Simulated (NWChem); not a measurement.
System: SiNH$_{4}$OBr; SMILES N[SiH](O)Br

Input file for NWChem:

```
start job
memory heap 200 mb stack 900 mb global 1100 mb
geometry units angstroms noautoz
  Si    -0.044854    -1.026930    -0.390548
  N      1.314945    -1.742614     0.334939
  O     -1.382053    -1.550152     0.427089
  Br    -0.133129     1.229316    -0.289988
  H     -0.020936    -1.345873    -1.837831
  H      2.189795    -1.823437    -0.168915
  H      1.447801    -1.726187     1.339681
  H     -2.094662    -0.908710     0.508565
end
basis spherical
  * library 6-31g*
end
dft
  xc mpw1k
  iterations 150
  mulliken
end
task dft energy
```

Geometry: optimised at PBE0/def2-SVP.

Problem. Predict the main results of this run. (MPW1K/6-31G* (spherical d).) Quantities: energy (Ha); highest occupied level (eV); orbital gap (eV); dipole (D).

Solution. 
```yaml
energy (Ha): -2995.96
highest occupied level (eV): -8.79
orbital gap (eV): 10.56
dipole (D): 1.29
```
